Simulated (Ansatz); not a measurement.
Isolated molecules relaxed with PBE0-D4/def2-TZVP in Ansatz; ΔE leaves out vibrations. CBS: MP2 limit from def2 TZ/QZ plus the TZ coupled-cluster correction, frozen cores. Functionals use def2-TZVPP. B3LYP here is the variant with VWN-RPA as its local correlation; programs differ in this. One conformer a species, not always the lowest.

Consider the isomerisation: `CC(C)[Si]N` → `C=C([SiH3])NC`.

`CC(C)[Si]N`:

Cartesian coordinates in Å:
```
C -0.420 -0.941 -0.740
C 0.601 0.102 -0.317
C 0.327 1.454 -0.983
Si 0.868 0.419 1.564
N -0.296 -0.636 2.233
H -0.449 -1.053 -1.829
H -0.201 -1.927 -0.321
H -1.431 -0.658 -0.427
H 1.597 -0.227 -0.654
H -0.655 1.843 -0.698
H 1.069 2.208 -0.704
H 0.337 1.368 -2.075
H -0.921 -1.242 1.721
H -0.426 -0.710 3.230
```

`C=C([SiH3])NC`:

Z-matrix (Å, degrees):
```
Si
C 1 1.878
H 1 1.489 2 111.6
H 1 1.489 2 111.3 3 119.8
H 1 1.483 2 107.7 3 -119.8
N 2 1.381 1 119.3 3 -67.4
C 2 1.343 1 117.5 3 116.0
C 6 1.441 2 121.1 1 30.7
H 6 1.010 2 113.9 1 172.6
H 7 1.088 2 121.8 1 -179.9
H 7 1.081 2 121.1 1 1.7
H 8 1.099 6 113.9 2 67.6
H 8 1.093 6 110.0 2 -53.7
H 8 1.091 6 109.3 2 -170.9
```

**Question.** Is it downhill or uphill in electronic energy at CCSD(T)/CBS, and by how much? (Estimate.)

**Answer.** Computed: Uphill: ΔE = +1.09 eV.

**Question.** What do these levels give: B3LYP-D4, ωB97M-V, MP2/def2-TZVPP, CCSD/def2-TZVPP, HF/CBS(def2), MP2/CBS(def2)? (An estimate is asked.)

**Answer.** The calculation gave: B3LYP-D4 0.95, ωB97M-V 1.12, MP2/def2-TZVPP 1.09, CCSD/def2-TZVPP 1.09, HF/CBS(def2) 0.81, MP2/CBS(def2) 1.10 eV.

Largest T1 diagnostic among the species: 0.012.

In def2-TZVPP, CCSD(T) changes the Hartree–Fock value by +0.26 eV (the triples alone add −0.01 eV) and MP2 by +0.27 eV. From PBE to PBE0 (25 % exact exchange), in def2-TZVPP and without D4, ΔE moves by +0.03 eV.
